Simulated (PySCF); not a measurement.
## Radial density of Tl (thallium, neutral)

MN15, [Xe] 4f14 5d10 6s2 6d1, 2D determinant (an excited configuration). Calculation: PySCF 2.14, in aug-cc-pwCVDZ-PP with ECP60MDF (6s5p4d1f, 48 functions); scalar relativity through the core potential. This is the valence pseudo-density: the core potential removes the inner electrons and smooths the orbitals near the nucleus.

| r (bohr) | 4πr²ρ (e/bohr) | 4πr²(ρα − ρβ) |
| --- | --- | --- |
| 0.0448 | 1.246e-05 | 0.0000 |
| 0.0754 | 6.048e-05 | 0.0000 |
| 0.127 | 0.0004374 | 0.0000 |
| 0.213 | 0.006233 | 0.0000 |
| 0.359 | 0.2516 | 0.0001 |
| 0.603 | 7.341 | 0.0024 |
| 1.01 | 18.82 | 0.0125 |
| 1.71 | 6.694 | -0.0003 |
| 2.87 | 1.167 | 0.0465 |
| 4.83 | 0.2565 | 0.2037 |
| 8.12 | 0.09690 | 0.0969 |
| 13.7 | 6.237e-05 | 0.0001 |

Energies and moments cover only the electrons outside the core potential. Spin-orbit coupling, absent here, splits the open shell strongly. The outer electron is Rydberg-like, and this basis confines it to a smaller radius and binds it less than a complete one would. At MN15 the highest occupied level has a positive energy, so only the finite basis holds that electron; for this excited configuration the basis is too tight for the outer shell.
